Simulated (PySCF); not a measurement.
Correlation energy of Lu²⁺ (lutetium, charge +2)

[Xe] 4f14 5d1, 2D determinant (an excited configuration). Computed with PySCF 2.14 in cc-pVDZ-X2C (8s7p5d3f1g, 84 functions), with scalar relativity by spin-free X2C-1e. Frozen: [Kr] 4d10; 23 electrons correlated.

MP2 pair energies summed by pair of shells (mhartree):

```json
{"pair": "4f-4f", "energy": "-584.25", "share (%)": "58.5"}
{"pair": "4f-5p", "energy": "-194.98", "share (%)": "19.5"}
{"pair": "5p-5p", "energy": "-103.73", "share (%)": "10.4"}
{"pair": "4f-5s", "energy": "-49.44", "share (%)": "4.9"}
{"pair": "5s-5p", "energy": "-26.31", "share (%)": "2.6"}
{"pair": "5p-5d", "energy": "-19.58", "share (%)": "2.0"}
{"pair": "4f-5d", "energy": "-13.47", "share (%)": "1.3"}
{"pair": "5s-5s", "energy": "-5.38", "share (%)": "0.5"}
{"pair": "5s-5d", "energy": "-2.17", "share (%)": "0.2"}
```

Total MP2 correlation energy: -999.32 mhartree.

Same-spin part -395.36 and opposite-spin part -603.96 mhartree; SCS-MP2 scales them by 1/3 and 6/5 to -856.54 mhartree.
